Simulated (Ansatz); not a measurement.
Species: CH$_{7}$BN$_{2}$O, net charge 0, singlet state. 
Coordinates optimised at B3LYP-D3(BJ)/def2-TZVP (Ansatz, a quantum-chemistry and plane-wave program):
```xyz
12

C      1.9003     0.2423    -0.1613
O      0.7962    -0.4281     0.4031
B     -0.5029    -0.0908     0.0664
N     -0.7934     0.9468    -0.8639
N     -1.5283    -0.8389     0.7021
H      1.9302     0.1280    -1.2507
H      2.8078    -0.1957     0.2537
H      1.8924     1.3111     0.0807
H     -1.7289     1.2048    -1.1198
H     -0.0889     1.4901    -1.3266
H     -1.3079    -1.5679     1.3561
H     -2.5095    -0.6994     0.5502
```

Parts of the frozen-core correlation energy in aug-cc-pVDZ (Ansatz, hartree). Frozen orbitals: 5; correlated occupied orbitals by spin: 15 and 15; virtual: 158 and 158. Spin-orbit coupling is left out. Non-relativistic.

```csv
term,value
reference (HF),-250.55704
MP2 opposite-spin,-0.59266
MP2 same-spin,-0.19882
CCSD correlation,-0.83379
(T),-0.02623
T1 diagnostic,0.012
largest doubles amplitude,0.016
```
